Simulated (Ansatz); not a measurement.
Reaction (ligand exchange at the Si–S bond): `[SiH3]S` + `O[AsH2]` → `[SiH3]O[AsH2]` + H₂S

Computed with Ansatz on PBE0-D4/def2-TZVP structures; ΔE is electronic, products minus reactants. CCSD(T)/CBS is the MP2 limit (def2-TZVPP, def2-QZVPP) plus CCSD(T) − MP2 in def2-TZVPP, frozen cores. This one scheme is used for every species. DFT in def2-TZVPP. B3LYP here is the variant with VWN-RPA as its local correlation; programs differ in this. HSE06 is defined as in plane-wave codes. For As outer-core shells are correlated without core-valence functions, which leaves a few kJ/mol of doubt a bond. Scalar relativity is left out up to krypton.

`[SiH3]S`:

```xyz
6

Si   -0.048    0.014    0.525
S    -0.430   -0.664   -1.465
H     1.376   -0.171    0.903
H    -0.913   -0.827    1.386
H    -0.405    1.446    0.694
H     0.420    0.202   -2.042
```

`O[AsH2]`:

```xyz
5

O     0.167    0.967    0.522
As    0.029   -0.755    0.009
H     0.512    0.978    1.418
H    -1.373   -0.629   -0.584
H     0.665   -0.560   -1.366
```

`[SiH3]O[AsH2]`:

Cartesian coordinates in Å:
```
Si -1.026 0.812 -0.244
O -0.025 -0.492 -0.277
As 1.516 -0.654 0.634
H -0.317 2.044 -0.686
H -1.557 1.049 1.126
H -2.145 0.517 -1.171
H 1.233 -2.062 1.156
H 2.321 -1.214 -0.538
```

H₂S:

Z-matrix (Å, degrees):
```
S
H 1 1.341
H 1 1.341 2 92.3
```

| level | ΔE (kJ/mol) | difference from CCSD(T)/CBS |
| --- | --- | --- |
| LDA (SPW92) | -26.4 | 11.8 |
| PBE-D4 | -23.4 | 14.8 |
| revPBE-D4 | -23.4 | 14.8 |
| r2SCAN-D4 | -32.6 | 5.6 |
| B97M-V | -36.9 | 1.3 |
| PBE0-D4 | -27.2 | 11.0 |
| B3LYP-D4 | -40.5 | -2.3 |
| r2SCANh-D4 | -33.2 | 5.0 |
| r2SCAN0-D4 | -34.0 | 4.2 |
| HSE06-D4 | -26.9 | 11.3 |
| BHLYP-D4 | -46.7 | -8.5 |
| CAM-B3LYP-D4 | -44.8 | -6.6 |
| ωB97X-V | -37.1 | 1.1 |
| B2PLYP | -40.3 | -2.1 |
| PBE-QIDH | -33.3 | 4.9 |
| PBE | -21.6 | 16.6 |
| revPBE | -19.8 | 18.4 |
| BLYP | -35.1 | 3.1 |
| r2SCAN | -32.0 | 6.2 |
| PBE0 | -25.5 | 12.7 |
| B3LYP | -37.9 | 0.3 |
| r2SCANh | -32.5 | 5.7 |
| r2SCAN0 | -33.3 | 4.9 |
| HSE06 | -25.3 | 12.9 |
| BHLYP | -44.1 | -5.9 |
| CAM-B3LYP | -43.1 | -4.9 |
| LC-ωPBE | -31.8 | 6.4 |
| RPA@PBE/def2-TZVPP | -44.0 | -5.8 |
| HF/def2-SVP | -48.2 | -10.0 |
| CCSD/def2-SVP | -43.7 | -5.5 |
| CCSD(T)/def2-SVP | -42.8 | -4.6 |
| HF/def2-TZVPP | -51.9 | -13.7 |
| MP2/def2-TZVPP | -40.2 | -2.0 |
| SCS-MP2/def2-TZVPP | -44.4 | -6.2 |
| CCSD/def2-TZVPP | -43.0 | -4.8 |
| CCSD(T)/def2-TZVPP | -40.9 | -2.7 |
| MP2/def2-QZVPP | -39.2 | -1.0 |
| SCS-MP2/def2-QZVPP | -43.2 | -5.0 |
| HF/CBS(def2) | -53.8 | -15.6 |
| CCSD/CBS(def2) | -40.2 | -2.0 |
| CCSD(T)/CBS | -38.2 | 0 |

Task: What do rigid-rotor, harmonic-oscillator terms from PBE0-D4/def2-TZVP frequencies (298.15 K, 1 bar) make of the CCSD(T)/CBS value? (An estimate is asked.)

Result: Computed: ΔZPE = -8.0 kJ/mol, ΔH = -43.8 kJ/mol, ΔS = 6 J/(mol·K), ΔG = -45.6 kJ/mol. Modes under 50 cm⁻¹ make the entropy rough.

Largest T1 diagnostic among the species: 0.012.

Leaving LDA and LC-ωPBE aside and taking each functional with its dispersion term where it has one, the values spread over 23.3 kJ/mol, from BHLYP-D4 to revPBE-D4. LDA lies −4.7 kJ/mol from PBE without D4. At CCSD(T), def2-SVP lies −4.6 kJ/mol from the extrapolated value and def2-TZVPP −2.7 kJ/mol. From BLYP to BHLYP (50 % exact exchange), in def2-TZVPP and without D4, ΔE moves by −8.9 kJ/mol.
